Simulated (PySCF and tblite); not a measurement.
C5H9NO, numbered as in [CH2:1]=[CH:2][C:3](=[O:4])[N:5]([CH3:6])[CH3:7]. Geometries PBE0-D3(BJ)/def2-SVP; weights from PBE0-D3(BJ)/def2-TZVP (IEF-PCM, chloroform) energies and GFN2-xTB thermal corrections, with symmetry numbers and mirror pairs. Conformers within 3 kcal/mol (GFN2-xTB free energy) were kept, 8 at most. GIAO shieldings: PBE0/pcSseg-1 (IEF-PCM, chloroform). Shifts are against TMS (¹H), TMS (¹³C), NH3 (¹⁵N) at the same level; of two unlike H on one atom, a is the less shielded. Run with PySCF (density fitting) and tblite.

Torsions listed: C1–C2–C3–O4, O4–C3–N5–C6. Of a mirror pair one member is shown.

| conformer | shape | point group | mirror pair | ΔE(DFT) | Δ(G−E) at 298.15 K | δ H1a (ppm) |
| --- | --- | --- | --- | --- | --- | --- |
| 1 | 8°, -178° | C1 | yes | 0.00 | 0.00 | 6.93 |
| 2 | 127°, -5° | C1 | yes | 1.37 | 0.05 | 5.75 |

Energies in kcal/mol; the thermal term leaves out symmetry numbers and mirror images.

(1) Work out the weights at 298.15 K and the ¹H shift of H1a under fast exchange.

Rotation about the C–N or B–N bond may be slow on the NMR time scale, and the averages treat it as fast.

## Answers

(1) RT = 0.592 kcal/mol. Each conformer gets RT ln(σ/g), with σ the rotational symmetry number and g = 2 for a mirror pair: 1: σ = 1, g = 2, G = 0.00 + 0.00 − 0.41 = -0.41, 0.00 above the lowest, exp(−ΔG/RT) = 1.000; 2: σ = 1, g = 2, G = 1.37 + 0.05 − 0.41 = 1.01, 1.42 above the lowest, exp(−ΔG/RT) = 0.091. The sum is 1.091, so the weights are 91.6, 8.4 %. The averaged shift is 6.83 ppm. At 298.15 K the leading conformer alone gives 6.93 ppm and bare DFT energies give 6.82 ppm.


¹⁵N shifts are against a computed isolated NH3 molecule, about 20 ppm from the liquid.